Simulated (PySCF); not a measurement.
Computed IR spectrum (relative IR intensity) of a molecule C₆H₆O. The structure is a stationary point at PBE0-D3(BJ)/def2-SVP. The values are those of a single conformer. Level of theory: PBE0-D3(BJ)/def2-SVP run with PySCF. Harmonic, unscaled wavenumbers; measured fundamentals usually lie a few per cent lower.

ν (cm⁻¹): 234 (w), 431 (w), 510 (w), 536 (w), 692 (m), 704 (m), 733 (m), 836 (w), 890 (w), 937 (vw), 1000 (m), 1022 (w), 1048 (w), 1090 (w), 1202 (vs), 1230 (w), 1269 (vw), 1313 (vw), 1324 (w), 1414 (w), 1486 (vw), 1714 (s), 2249 (w), 3016 (w), 3070 (m), 3164 (w), 3293 (vw), 3491 (s) (against the strongest line: vs over 80 %, s over 45 %, m over 15 %, w over 4 %, vw less)

**Question.** Which molecule gave these data?
(A) C#C[C@@]1(C)C=CO1
(B) C#C[C@@H]1CC=CO1
(C) C#C[C@H]1C=COC1
(D) Oc1ccccc1

**Answer.** C, C#C[C@H]1C=COC1
